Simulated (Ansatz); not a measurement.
C8H12O8Si (`CC(=O)O[Si](OC(C)=O)(OC(C)=O)OC(C)=O`). Total charge 0; spin multiplicity 1. The structure was optimised at the PBE0-D4/def2-TZVP level. It is one conformer, not always the lowest.

```xyz
29

C     0.292    2.111   -3.307
C    -0.193    0.991   -2.450
O    -1.021    0.179   -2.750
O     0.416    0.989   -1.241
Si    0.000   -0.001   -0.001
O     0.618   -1.482   -0.342
C     0.828   -2.449    0.581
C     1.551   -3.616   -0.001
O     0.469   -2.336    1.718
O    -1.616   -0.192    0.207
C    -2.518    0.814    0.120
C    -3.918    0.304    0.190
O    -2.188    1.958   -0.008
O     0.583    0.682    1.373
C     1.882    0.644    1.749
C     2.075    1.202    3.118
O     2.740    0.199    1.040
H    -0.160    2.047   -4.294
H     1.380    2.080   -3.379
H     0.025    3.058   -2.832
H     2.540   -3.288   -0.329
H     1.020   -3.980   -0.882
H     1.645   -4.404    0.742
H    -4.617    1.136    0.187
H    -4.046   -0.303    1.088
H    -4.100   -0.344   -0.670
H     3.133    1.223    3.366
H     1.534    0.575    3.832
H     1.645    2.203    3.175
```

(1) What is the dipole moment at r2SCAN/def2-TZVPP? (Best estimate.)

(2) Give the Mulliken charges with r2SCAN, B3LYP, ωB97M-V in def2-TZVPP. (Best estimate.)

Answers

(1) Computed: 0.00 D, zero by symmetry or nearly so.

(2) The calculation gave: 
```json
{"atom": "C1", "r2SCAN": "-0.16", "B3LYP": "-0.26", "ωB97M-V": "-0.30"}
{"atom": "C2", "r2SCAN": "0.36", "B3LYP": "0.33", "ωB97M-V": "0.33"}
{"atom": "O3", "r2SCAN": "-0.33", "B3LYP": "-0.31", "ωB97M-V": "-0.32"}
{"atom": "O4", "r2SCAN": "-0.28", "B3LYP": "-0.28", "ωB97M-V": "-0.27"}
{"atom": "Si5", "r2SCAN": "0.73", "B3LYP": "0.77", "ωB97M-V": "0.70"}
{"atom": "O6", "r2SCAN": "-0.28", "B3LYP": "-0.28", "ωB97M-V": "-0.27"}
{"atom": "C7", "r2SCAN": "0.36", "B3LYP": "0.33", "ωB97M-V": "0.33"}
{"atom": "C8", "r2SCAN": "-0.16", "B3LYP": "-0.26", "ωB97M-V": "-0.30"}
{"atom": "O9", "r2SCAN": "-0.34", "B3LYP": "-0.31", "ωB97M-V": "-0.32"}
{"atom": "O10", "r2SCAN": "-0.28", "B3LYP": "-0.28", "ωB97M-V": "-0.27"}
{"atom": "C11", "r2SCAN": "0.36", "B3LYP": "0.33", "ωB97M-V": "0.33"}
{"atom": "C12", "r2SCAN": "-0.16", "B3LYP": "-0.26", "ωB97M-V": "-0.30"}
{"atom": "O13", "r2SCAN": "-0.34", "B3LYP": "-0.31", "ωB97M-V": "-0.32"}
{"atom": "O14", "r2SCAN": "-0.28", "B3LYP": "-0.28", "ωB97M-V": "-0.27"}
{"atom": "C15", "r2SCAN": "0.36", "B3LYP": "0.33", "ωB97M-V": "0.33"}
{"atom": "C16", "r2SCAN": "-0.16", "B3LYP": "-0.26", "ωB97M-V": "-0.30"}
{"atom": "O17", "r2SCAN": "-0.34", "B3LYP": "-0.31", "ωB97M-V": "-0.32"}
{"atom": "H18", "r2SCAN": "0.08", "B3LYP": "0.11", "ωB97M-V": "0.12"}
{"atom": "H19", "r2SCAN": "0.08", "B3LYP": "0.11", "ωB97M-V": "0.13"}
{"atom": "H20", "r2SCAN": "0.08", "B3LYP": "0.12", "ωB97M-V": "0.13"}
{"atom": "H21", "r2SCAN": "0.08", "B3LYP": "0.12", "ωB97M-V": "0.13"}
{"atom": "H22", "r2SCAN": "0.08", "B3LYP": "0.11", "ωB97M-V": "0.13"}
{"atom": "H23", "r2SCAN": "0.08", "B3LYP": "0.11", "ωB97M-V": "0.12"}
{"atom": "H24", "r2SCAN": "0.08", "B3LYP": "0.11", "ωB97M-V": "0.12"}
{"atom": "H25", "r2SCAN": "0.08", "B3LYP": "0.11", "ωB97M-V": "0.13"}
{"atom": "H26", "r2SCAN": "0.08", "B3LYP": "0.12", "ωB97M-V": "0.13"}
{"atom": "H27", "r2SCAN": "0.08", "B3LYP": "0.11", "ωB97M-V": "0.12"}
{"atom": "H28", "r2SCAN": "0.08", "B3LYP": "0.12", "ωB97M-V": "0.13"}
{"atom": "H29", "r2SCAN": "0.08", "B3LYP": "0.11", "ωB97M-V": "0.13"}
```

B3LYP here is the variant with VWN-RPA as its local correlation; programs differ in this.
